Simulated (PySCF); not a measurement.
# Telling isomers of C$_{7}$H$_{7}$F$_{3}$NP apart by NMR

- GIAO PBE0/pcSseg-1 shieldings
- geometry from GFN2-xTB
- code: PySCF
- a single conformation, no relativistic terms, isolated molecule, averaged over atoms made equivalent by symmetry, fast rotation or ring inversion

Shifts are taken against calculated references (same method and geometry level): 1H, 13C against TMS. Splittings of carbon signals by F and P are missing where no couplings were computed. Where no couplings were computed, multiplicities follow the n + 1 count of equivalent neighbours, and m marks all less simple cases (inequivalent or close neighbours, rings, F or P nearby). Shifts are as computed. Against solution values, carbons near 30 ppm lie about +3 ppm off and those near 130 ppm about +5 ppm. Of 1211 compounds with measured shifts, 218 miss one by over three times the rms of a fit or turn the order of signals round; such compounds aren't used in these exercises.

(1) Tabulate the signals of `CP(C(F)=C(F)F)n1cccc1`, `CCc1nc(C(F)(F)F)ccp1` and their relative energies.

(2) What is the quickest way to tell CP(C(F)=C(F)F)n1cccc1 from CCc1nc(C(F)(F)F)ccp1?

## Answers

(1) 
```tsv
SMILES	carbon types	δC	δH	E rel. (kcal/mol)
CP(C(F)=C(F)F)n1cccc1	2×C 4×CH 1×CH3	169.5, 140.7, 128.4, 118.5, 15.6	6.96 (m, 2H), 6.55 (m, 2H), 1.78 (m, 3H)	35.4
CCc1nc(C(F)(F)F)ccp1	3×C 2×CH 1×CH2 1×CH3	213.0, 180.1, 151.2, 132.2, 124.0, 43.1, 24.3	9.95 (m, 1H), 8.06 (m, 1H), 3.38 (m, 2H), 1.43 (t, 3H)	0.0
```

Energies are electronic energies at PBE0/pcSseg-1 on these geometries, without zero-point or thermal terms, each for the one conformer computed, which needn't be the lowest.

(2) Count the carbon signals: 5 against 7. The first has a fully substituted alkene carbon (C) at 169.5 ppm, the second an sp3 CH2 on an aromatic ring at 43.1 ppm. Their most deshielded carbons lie at 169.5 and 213.0 ppm. In the proton spectra the most deshielded non-exchanging signals are 6.96 (m, 2H) and 9.95 (m, 1H).
